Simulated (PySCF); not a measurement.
## Finite-field polarisability of Be (beryllium, neutral)

[He] 2s2, closed-shell 1S. Calculation: PySCF 2.14, in dyall-av3z (15s9p4d2f, 76 functions); no relativity, point nucleus. Frozen: 1s2. Energy changes in a uniform field (μhartree):

```json
{"axis": "x", "F (au)": "0.0021", "HF": "-100.629", "MP2": "-93.499", "CCSD": "-83.475", "CCSD(T)": "-83.475"}
{"axis": "x", "F (au)": "0.0042", "HF": "-402.839", "MP2": "-374.308", "CCSD": "-334.189", "CCSD(T)": "-334.189"}
```

Question: Derive α along x at CCSD(T) from the two fields.

Answer: With ΔE = −αF²/2 − γF⁴/24, α = −(16 ΔE(F) − ΔE(2F))/(6F²) = 37.85 bohr³.

Question: And the mean polarisability at each level?

Answer: HF 45.62, MP2 42.39, CCSD 37.85, CCSD(T) 37.85 bohr³. Reference: 37.74 ± 0.03 bohr³ (recommended; Schwerdtfeger and Nagle, table of static dipole polarizabilities (2023 update)).
